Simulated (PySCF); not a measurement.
Compound: H9NSi3.
Geometry (PBE0-D3(BJ)/def2-TZVP, Å), atoms numbered from 1 in this order:
```xyz
13
H9NSi3 angstrom
Si     0.2752    1.6443    0.6108
N      0.0143    0.0326    0.0111
Si    -1.6138   -0.5256   -0.2442
Si     1.3442   -1.0809   -0.1166
H     -0.7093    2.5594   -0.0218
H      0.1016    1.7286    2.0870
H      1.6605    2.0612    0.2774
H     -2.4252    0.5867   -0.8015
H     -1.5836   -1.6701   -1.1895
H     -2.2554   -0.9780    1.0208
H      1.5848   -1.8200    1.1535
H      1.0418   -2.0720   -1.1801
H      2.5759   -0.3226   -0.4512
```

Computed at PBE0/pcSseg-2 (PySCF, non-relativistic), with Q(14N) = 0.02044 b: N2, 14N (I = 1): χzz = -2.538 MHz, η = 0.015.

(1) Where would the pure quadrupole (NQR) lines of 14N at N2 fall for the rigid, isolated species?

Results:

(1) From ν± = (3/4)|χ|(1 ± η/3) and ν0 = |χ|η/2: ν+ 1.913 MHz, ν− 1.893 MHz, ν0 0.020 MHz (nitrogen bridging silicon atoms).

In a crystal, neighbours and librations shift these lines. Geometry: PBE0-D3(BJ)/def2-TZVP; no solvent, vibrations or thermal averaging.
